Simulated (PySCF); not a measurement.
Compound: C₅H₉NOSi.
Structure used (PBE0-D3(BJ)/def2-SVP), in Å, numbered top down from 1:
```xyz
17
C5H9NOSi angstrom
N      3.5350    0.8170   -0.8387
C      2.5333    0.5856   -0.3040
C      1.2651    0.2821    0.3237
C      0.8616   -1.1999    0.1267
O     -0.3533   -1.5046    0.7384
C     -1.4982   -1.0163    0.0836
C     -1.6858    0.4921    0.2528
Si    -0.1440    1.4030   -0.3306
H      1.3563    0.4703    1.4079
H      1.6217   -1.8515    0.5830
H      0.8339   -1.4312   -0.9578
H     -2.3499   -1.5623    0.5171
H     -1.4574   -1.2780   -0.9940
H     -2.5760    0.8311   -0.3018
H     -1.8597    0.7225    1.3172
H     -0.0630    1.4294   -1.8218
H     -0.0184    2.7844    0.2165
```

Level: wB97X-D/def2-SVPD in PySCF, non-relativistic, on one gas-phase PBE0-D3(BJ)/def2-SVP geometry that isn't relaxed in the solvent. The solvent is an IEF-PCM continuum (cavity from Bondi-type radii × 1.2), and excitations are vertical TDDFT with non-equilibrium linear response and a frozen core. The model holds no explicit solvent molecules, cavitation or dispersion.

```tsv
run	E − E(gas) (kcal/mol)	HOMO (eV)	HOMO–LUMO gap (eV)	dipole (D)	lowest singlet (eV)	static polarisability (au)
gas	0.00	-9.93	11.72	4.53	7.20	89.9
P	-8.63	-9.69	11.78	5.85	7.16	123.2
Q	-6.13	-9.75	11.79	5.48	7.18	111.7
```

The runs were made in chloroform and water. Which run belongs to which solvent?

P = water, Q = chloroform. The dielectric constants are 4.711 (chloroform), 78.36 (water), and the energy falls further as ε rises. The optical constants n² used for the excitations are 2.09, 1.78 in the same order. In this model the ground state sees the solvent through ε alone.

How constant is the ratio of the lowering to (ε − 1)/(2ε + 1)?

```json
{"solvent": "chloroform", "(ε − 1)/(2ε + 1)": "0.356", "E − E(gas) (kcal/mol)": "-6.13", "ratio (kcal/mol)": "-17.2", "polarisation term (kcal/mol)": "-7.06"}
{"solvent": "water", "(ε − 1)/(2ε + 1)": "0.490", "E − E(gas) (kcal/mol)": "-8.63", "ratio (kcal/mol)": "-17.6", "polarisation term (kcal/mol)": "-10.50"}
```

The ratio changes by +2.3 % in size from chloroform to water. The polarisation term is half the interaction of the solute with the induced surface charges.

The pairwise dispersion term of wB97X-D wasn't added to the energies; at a given geometry it leaves orbitals and properties as they are.
